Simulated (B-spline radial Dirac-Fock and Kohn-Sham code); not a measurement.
## Core-level shifts of dysprosium with charge state

Calculated with a B-spline atomic structure program, using multi-electron Dirac-Fock with separately optimised hole states, Breit and Lamb-shift corrections added in first order. Each ion is free and in its tabulated ground configuration. Correlation and solid-state effects are left out.

Reference: Dy⁴⁸⁺, [Ne] 3s2 3p6, with K (1s) 56992.1 eV, L1 (2s) 12153.1 eV, L2 (2p1/2) 11710.3 eV, M1 (3s) 4685.5 eV. Shifts from it, in eV (a dash: the subshell is empty, belongs to an open shell averaged over j, or its hole state is left out as unreliable):

```csv
ion,configuration,K (1s),L1 (2s),L2 (2p1/2),M1 (3s)
Dy⁴⁹⁺,[Ne] 3s2 3p5,+167.5,+142.2,+145.5,+99.8
Dy⁵⁰⁺,[Ne] 3s2 3p4,+336.9,+285.7,+292.5,+200.4
Dy⁵¹⁺,[Ne] 3s2 3p3,+508.4,+430.6,–,+301.8
Dy⁵²⁺,[Ne] 3s2 3p2,+681.7,+576.9,+590.3,+403.9
Dy⁵³⁺,[Ne] 3s2 3p1,+857.1,+724.5,+741.8,+506.9
```
